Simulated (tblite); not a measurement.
Record of a relaxation.

Species: C₅H₁₃ClGeSi.
Numbering: `[CH2:1]=[C:2]([CH3:3])[Si@@H:4]([Cl:5])[CH2:6][GeH2:7][CH3:8]` (hydrogens: H9, H10 on C1; H11, H12, H13 on C3; H14 on Si4; H15, H16 on C6; H17, H18 on Ge7; H19, H20, H21 on C8)

Computed with GFN2-xTB (tblite), gas phase: L-BFGS steps from a force-field or distance-geometry start until the largest atomic force falls under 0.01 eV/Å. 6 of its 163 geometries are shown.

Step 0: E = -694.4486 eV, largest atomic force 1.432 eV/Å
```
atom  x, y, z in Å  |  force x, y, z in eV/Å
C1     -2.059   -0.810    1.116    0.044   0.027  -0.628
C2     -1.803   -0.651   -0.195   -0.356  -0.614   1.244
C3     -1.944   -1.817   -1.125   -0.597  -0.200  -0.633
Si4    -1.217    0.995   -0.830   -0.763   0.800  -0.387
Cl5    -2.654    2.449   -0.393    0.500  -0.469  -0.190
C6      0.393    1.446   -0.005    0.169   0.962   0.791
Ge7     1.750    0.120   -0.436   -0.003  -0.695  -0.198
C8      3.432    0.613    0.425    0.456  -0.074   0.228
H9     -1.950    0.017    1.812   -0.110  -0.330  -0.141
H10    -2.408   -1.765    1.510    0.171   0.366  -0.026
H11    -1.689   -1.526   -2.168   -0.136  -0.314   0.726
H12    -3.010   -2.169   -1.120    0.958   0.168  -0.033
H13    -1.293   -2.644   -0.803   -0.303   0.270  -0.200
H14    -1.007    0.919   -2.279   -0.136   0.108  -0.053
H15     0.725    2.448   -0.368   -0.186  -0.651   0.464
H16     0.255    1.490    1.110    0.219   0.127  -0.974
H17     1.947    0.062   -1.965   -0.112  -0.121   0.457
H18     1.291   -1.276    0.086    0.192   0.538  -0.364
H19     3.750    1.605    0.057    0.014  -0.561   0.309
H20     4.204   -0.147    0.184   -0.324   0.664   0.320
H21     3.278    0.657    1.524    0.304   0.000  -0.711
```

Step 32: E = -694.6815 eV, largest atomic force 0.030 eV/Å
```
atom  x, y, z in Å  |  force x, y, z in eV/Å
C1     -2.104   -0.829    1.114   -0.009  -0.004  -0.006
C2     -1.858   -0.660   -0.180   -0.003  -0.014   0.004
C3     -1.974   -1.822   -1.129    0.004  -0.014  -0.005
Si4    -1.283    1.014   -0.852    0.019   0.016   0.016
Cl5    -2.626    2.465   -0.384   -0.010   0.004   0.018
C6      0.376    1.458   -0.043    0.019  -0.010   0.005
Ge7     1.791    0.132   -0.416   -0.005  -0.003   0.005
C8      3.500    0.610    0.443    0.000   0.003  -0.002
H9     -2.037   -0.019    1.822   -0.001   0.008  -0.006
H10    -2.396   -1.786    1.521   -0.018  -0.006   0.003
H11    -1.692   -1.541   -2.140    0.007   0.000   0.001
H12    -2.996   -2.196   -1.149   -0.005   0.010   0.004
H13    -1.329   -2.638   -0.806    0.004  -0.004  -0.002
H14    -1.185    0.982   -2.313    0.001  -0.001  -0.011
H15     0.711    2.441   -0.374   -0.007  -0.013  -0.020
H16     0.245    1.522    1.038    0.010   0.005   0.001
H17     1.990    0.006   -1.904   -0.008  -0.004  -0.001
H18     1.356   -1.232    0.053   -0.009   0.015  -0.010
H19     3.847    1.580    0.098    0.003   0.000   0.001
H20     4.267   -0.126    0.214    0.009   0.010   0.008
H21     3.388    0.656    1.523   -0.001   0.002  -0.004
```

Step 65: E = -694.6871 eV, largest atomic force 0.042 eV/Å
```
atom  x, y, z in Å  |  force x, y, z in eV/Å
C1     -2.207   -0.850    1.110    0.023  -0.007   0.009
C2     -1.876   -0.671   -0.164   -0.013  -0.010  -0.003
C3     -1.948   -1.825   -1.127    0.015   0.011  -0.001
Si4    -1.288    1.014   -0.800    0.014  -0.034  -0.007
Cl5    -2.599    2.446   -0.205   -0.006   0.021   0.009
C6      0.417    1.456   -0.092    0.002  -0.002   0.012
Ge7     1.822    0.110   -0.430    0.011   0.016  -0.004
C8      3.516    0.628    0.437   -0.006  -0.002  -0.003
H9     -2.176   -0.049    1.830   -0.012   0.001  -0.010
H10    -2.529   -1.810    1.484   -0.005   0.014   0.013
H11    -1.596   -1.542   -2.115   -0.004  -0.004  -0.001
H12    -2.977   -2.176   -1.213    0.039   0.003  -0.014
H13    -1.339   -2.655   -0.771   -0.019   0.005   0.004
H14    -1.260    1.027   -2.266   -0.015   0.000  -0.012
H15     0.743    2.410   -0.506    0.009  -0.007   0.005
H16     0.339    1.598    0.986   -0.006   0.000   0.013
H17     2.028   -0.050   -1.914   -0.002   0.000  -0.011
H18     1.384   -1.243    0.063   -0.012   0.003   0.012
H19     3.850    1.600    0.080   -0.005  -0.015  -0.003
H20     4.302   -0.095    0.234   -0.010   0.010   0.003
H21     3.386    0.693    1.515    0.002  -0.004  -0.011
```

Step 97: E = -694.7325 eV, largest atomic force 0.094 eV/Å
```
atom  x, y, z in Å  |  force x, y, z in eV/Å
C1     -2.487   -0.839    1.052    0.017  -0.027  -0.020
C2     -1.892   -0.635   -0.117   -0.008  -0.016  -0.057
C3     -1.577   -1.783   -1.033   -0.031  -0.026  -0.043
Si4    -1.373    1.091   -0.683   -0.023   0.014   0.060
Cl5    -2.500    2.462    0.309   -0.038   0.033  -0.036
C6      0.423    1.411   -0.155   -0.019   0.008  -0.019
Ge7     1.751   -0.010   -0.482    0.009  -0.030   0.005
C8      3.463    0.599    0.276    0.007   0.008   0.001
H9     -2.746   -0.024    1.708   -0.006  -0.051  -0.001
H10    -2.749   -1.831    1.389   -0.011   0.023   0.037
H11    -0.673   -1.597   -1.616   -0.072   0.032   0.051
H12    -2.406   -1.931   -1.728    0.076   0.046  -0.006
H13    -1.446   -2.704   -0.470   -0.012  -0.035   0.019
H14    -1.596    1.305   -2.118    0.039  -0.045   0.032
H15     0.777    2.324   -0.635    0.025   0.013   0.010
H16     0.434    1.603    0.920    0.008   0.021  -0.030
H17     1.883   -0.314   -1.956   -0.011   0.025   0.028
H18     1.332   -1.303    0.169    0.005   0.032  -0.008
H19     3.772    1.532   -0.188    0.027   0.002  -0.017
H20     4.261   -0.126    0.151    0.002  -0.020  -0.023
H21     3.340    0.784    1.341    0.017  -0.005   0.018
```

Step 130: E = -694.7640 eV, largest atomic force 0.040 eV/Å
```
atom  x, y, z in Å  |  force x, y, z in eV/Å
C1     -2.479   -0.876    1.072   -0.009   0.001   0.015
C2     -1.889   -0.658   -0.096    0.003  -0.001  -0.040
C3     -1.589   -1.791   -1.033   -0.009   0.016  -0.024
Si4    -1.361    1.067   -0.671   -0.030  -0.017   0.011
Cl5    -2.624    2.449    0.116    0.002   0.009  -0.003
C6      0.396    1.490   -0.083   -0.003  -0.021   0.001
Ge7     1.726    0.075   -0.422    0.018  -0.012  -0.009
C8      3.517    0.577    0.231   -0.012  -0.013  -0.006
H9     -2.724   -0.075    1.750    0.008   0.017  -0.004
H10    -2.757   -1.868    1.395    0.002  -0.005   0.011
H11    -0.570   -1.713   -1.411   -0.005  -0.011   0.003
H12    -2.262   -1.749   -1.890    0.015   0.013   0.014
H13    -1.715   -2.753   -0.541   -0.007   0.000  -0.004
H14    -1.461    1.159   -2.133    0.005   0.009   0.003
H15     0.734    2.407   -0.564   -0.021   0.009  -0.007
H16     0.383    1.691    0.988   -0.004   0.002   0.022
H17     1.770   -0.229   -1.900    0.020   0.003   0.008
H18     1.294   -1.205    0.240    0.018  -0.012   0.028
H19     3.873    1.485   -0.251   -0.004  -0.018   0.005
H20     4.233   -0.217    0.033    0.023   0.020  -0.007
H21     3.497    0.749    1.305   -0.008   0.012  -0.017
```

Step 162: E = -694.7719 eV, largest atomic force 0.009 eV/Å
```
atom  x, y, z in Å  |  force x, y, z in eV/Å
C1     -2.507   -0.882    1.063   -0.003  -0.001  -0.002
C2     -1.919   -0.666   -0.107    0.002   0.001   0.007
C3     -1.627   -1.789   -1.054   -0.001   0.002   0.004
Si4    -1.357    1.055   -0.658    0.002   0.001   0.007
Cl5    -2.598    2.454    0.135    0.005   0.000  -0.004
C6      0.403    1.444   -0.053   -0.002  -0.002  -0.001
Ge7     1.748    0.036   -0.381   -0.005   0.004   0.001
C8      3.538    0.633    0.184    0.001   0.004  -0.002
H9     -2.728   -0.079    1.747   -0.003   0.000   0.001
H10    -2.804   -1.870    1.382   -0.003   0.000  -0.002
H11    -0.558   -1.829   -1.266    0.000  -0.004  -0.006
H12    -2.143   -1.625   -1.999   -0.006  -0.004  -0.006
H13    -1.943   -2.745   -0.643    0.003  -0.004   0.003
H14    -1.445    1.170   -2.118    0.006   0.006  -0.003
H15     0.748    2.362   -0.528   -0.004   0.002   0.004
H16     0.382    1.642    1.020    0.001  -0.005  -0.001
H17     1.760   -0.334   -1.843    0.001   0.000  -0.001
H18     1.377   -1.222    0.359   -0.001  -0.004   0.006
H19     3.828    1.537   -0.345    0.003   0.005  -0.004
H20     4.290   -0.127   -0.009   -0.001  -0.003  -0.001
H21     3.545    0.851    1.250    0.005   0.003   0.001
```

Task: Summarise the path.

Result: The energy falls by 31.19 kJ/mol from step 0 to step 162; nine tenths of that is first reached at step 102. It rises by more than 0.2 meV at step 84. The largest force goes from 1.432 to 0.009 eV/Å. Among the bonds Si4–Cl5 changes most, from 2.091 to 2.032 Å; the atoms move by 0.580 Å rms after alignment.

Task: Follow the three bonds and two angles with the largest change from start to end.

Result: 
```tsv
step	E above end (kJ/mol)	largest force (eV/Å)	Si4–Cl5 (Å)	Ge7–H18 (Å)	Si4–C6 (Å)	Si4–C6–Ge7 (°)	C3–C2–Si4 (°)
0	31.19	1.432	2.091	1.559	1.864	109.8	120.4
7	11.04	0.199	2.027	1.500	1.889	110.0	119.2
14	9.55	0.064	2.028	1.506	1.898	110.5	119.1
21	9.02	0.079	2.030	1.504	1.899	112.2	119.0
28	8.78	0.050	2.034	1.504	1.899	112.8	118.9
35	8.66	0.057	2.032	1.506	1.897	113.1	118.8
42	8.46	0.041	2.033	1.507	1.899	113.4	119.0
49	8.36	0.031	2.033	1.505	1.900	113.7	119.0
56	8.28	0.035	2.031	1.504	1.899	113.9	119.0
63	8.21	0.027	2.034	1.505	1.899	114.4	118.9
70	8.05	0.039	2.034	1.506	1.899	115.2	118.0
77	7.79	0.059	2.029	1.507	1.899	115.8	117.5
85	7.63	0.371	2.034	1.511	1.899	119.3	118.0
92	4.74	0.122	2.030	1.501	1.896	118.3	117.9
99	3.41	0.158	2.038	1.505	1.899	118.1	117.3
106	2.32	0.132	2.033	1.509	1.903	116.7	117.5
113	1.45	0.051	2.031	1.507	1.902	114.8	117.1
120	1.05	0.039	2.030	1.505	1.901	114.5	116.2
127	0.89	0.049	2.031	1.503	1.902	114.5	116.1
134	0.62	0.043	2.030	1.505	1.902	114.6	116.3
141	0.36	0.044	2.032	1.508	1.900	114.8	116.5
148	0.13	0.037	2.032	1.507	1.900	115.4	116.1
155	0.03	0.014	2.031	1.507	1.900	115.6	116.0
162	0.00	0.009	2.032	1.506	1.901	115.6	116.1
```

What follows is the cost of the whole relaxation. Hardware: Intel Xeon at 2.50 GHz, one thread, shared host with 64 logical CPUs at a one-minute load of 58. Cost: 6.9 s.
